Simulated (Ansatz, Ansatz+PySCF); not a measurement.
```xyz
2

Li    0.0000    0.0000   -2.7871
Li    0.0000    0.0000    2.7871
```

Basis set: cc-pVDZ (spherical functions). All electrons are correlated. Charge 0, multiplicity 1.

Computed with Ansatz (development build ahead of 0.2.0); each method stands on the lowest determinant of its kind that the runs found. Restricted open shells among the atoms or ions are ROHF, correlated in semicanonical orbitals with singles. Restricted functionals stand beside restricted open-shell atoms, which can lie above the unrestricted atoms usual in DFT and then raise those values.

(1) Give the atomization energy at this shape (free ground-state atoms in the same class of orbitals less the molecule, no zero-point energy) of singlet Li₂ by r²SCAN (unrestricted), ωB97X (unrestricted), r²SCAN (restricted), ωB97X (restricted), PBE0 (unrestricted), PBE (unrestricted), PBE0 (restricted), PBE (restricted), full CI (lowest root of this spin), UHF-MP2, UHF, RHF-MP2, RHF, RHF-CCSD.

## Answers

(1)

| method | atomization energy |
| --- | --- |
| r²SCAN (unrestricted) | 9.6 kJ/mol |
| ωB97X (unrestricted) | -5.5 kJ/mol |
| r²SCAN (restricted) | -34.1 kJ/mol |
| ωB97X (restricted) | -59.3 kJ/mol |
| PBE0 (unrestricted) | 4.1 kJ/mol |
| PBE (unrestricted) | 4.7 kJ/mol |
| PBE0 (restricted) | -39.5 kJ/mol |
| PBE (restricted) | -22.0 kJ/mol |
| full CI (lowest root of this spin) | 6.3 kJ/mol |
| UHF-MP2 | 2.0 kJ/mol |
| UHF | 0.7 kJ/mol |
| RHF-MP2 | -52.2 kJ/mol |
| RHF | -119.3 kJ/mol |
| RHF-CCSD | 6.0 kJ/mol |

Caution: the shape is not the minimum. Caution for r²SCAN (unrestricted): the unrestricted determinant is spin contaminated. Caution for ωB97X (unrestricted), PBE0 (unrestricted), UHF-MP2, UHF: the determinant breaks the point group; the unrestricted determinant is a mixture of spin states. Caution for r²SCAN (restricted), ωB97X (restricted), PBE0 (restricted), RHF-MP2, RHF, RHF-CCSD: an unrestricted determinant lies well below. Caution for UHF-MP2, RHF-MP2, RHF-CCSD: large amplitudes, a single reference is doubtful. Caution for RHF: the molecule lies well above its atoms at this level.
